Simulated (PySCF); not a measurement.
Si(AsH2)(F)2(H) (AsF2H3Si), SMILES F[SiH](F)[AsH2]. Geometry: B3LYP-D3(BJ)/def2-SVP.

Q: Give the equilibrium geometry at B3LYP-D3(BJ)/def2-SVP (PySCF confirms it by a frequency run) as Cartesian coordinates in Å, and its point group. (An estimate is asked for; the answer gives what the named calculation found.)

A: point group Cs.
```xyz
7

Si    -1.0154     0.3839     0.0000
F     -1.6759    -0.3161    -1.3035
F     -1.6759    -0.3161     1.3035
As     1.2957    -0.1020     0.0000
H     -1.4224     1.8088     0.0000
H      1.5230     0.9373     1.1017
H      1.5230     0.9373    -1.1017
```
